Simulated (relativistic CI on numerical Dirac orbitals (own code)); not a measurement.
Computed by Dirac-Coulomb-Breit CI, separate exchange-only KLI orbitals for each configuration, a model potential for QED, unscaled Slater integrals (own radial code, finite nucleus).

The strongest absorption lines from the ground level of an ion, among the configurations computed and to levels below about 388 eV (vacuum wavelength in nm, gf): 6.4254 (0.32), 6.6602 (1.1), 6.6958 (0.84), 6.8484 (1.8), 6.9010 (2.4), 6.9219 (0.78), 8.9487 (1), 9.2874 (0.9).

Which ion is it?
A. Tb³²⁺
B. Pr²⁶⁺
C. Sm²⁹⁺
D. Er³⁵⁺

A. Tb³²⁺ has 33 electrons and the ground level 4s2 4p3 2P°_3/2; the strongest line goes to 4s2 4p2 4d 4P_5/2. The pattern of lines fixes the number of electrons, and along that sequence the line energies rise steadily with the charge (about as its square where n changes within one kind of shell, about linearly where n is kept but much faster in heavy ions where fine structure, which grows about as Z⁴, sets the gap, and irregularly where shells cross), which fixes Z. Configurations outside the model, such as inner-shell arrays, can give stronger lines. At this charge energies of transitions that change n are usually good to better than 1 %, and those within a shell (Δn = 0) to a few per cent.

LS names give the leading component of a level, which can be under half, so a name can repeat, a term be missing and a line seem to break the LS rules.
